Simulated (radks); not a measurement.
Results of a calculation; reference values are marked as such.
Species: Pd38+. Configuration: [He] 2s2 2p4 (the NIST ground configuration).

Level of theory: scalar-relativistic Kohn-Sham, BLYP, spin-polarised, spherical densities, finite nucleus; open shells are filled with parallel spins first (spin-orbit coupling, left out, can overturn this in heavy ions); Fermi nuclear charge, rms radius 4.5318 fm (a radial shooting solver on a logarithmic mesh with Libxc functionals).

Energy parts (eV):
part                       energy
total                  -96389.049
kinetic                101032.691
electron-nucleus      -204282.646
Hartree                  8622.652
exchange-correlation    -1761.747

Orbitals (lengths in bohr, moments of r in powers of bohr; r(90%) holds 90 % of the orbital's charge):
orbital  occ.  eigenvalue (eV)      <r^4>  r(90%)
1s up       1        -26905.53  4.829e-06  0.0570
1s down     1        -26886.82  4.816e-06  0.0570
2s up       1        -5960.972  0.0007319   0.205
2s down     1        -5930.537  0.0007384   0.205
2p up       3        -5655.686  0.0004992   0.186
2p down     1        -5619.095  0.0005056   0.187
3s up       0        -2498.050    0.01945   0.463
3s down     0        -2489.365    0.01972   0.465
3p up       0        -2401.039    0.01752   0.453
3p down     0        -2391.155    0.01782   0.455

The highest occupied level is 2p down at -5619.1 eV. Spin moment in Bohr magnetons: 2. The spin density at the nucleus is -20.30 e/bohr^3 (1s -65.35, 2s 45.04). The density falls to 0.001 e/bohr^3 at r = 0.49 bohr. Summed over all electrons, <r^2> = 0.1092 bohr^2, which gives a Langevin (diamagnetic) susceptibility term of -0.0865 x 10^-6 cm^3/mol. The electron density at the nucleus is 1.345e+05 e/bohr^3 (large components only).
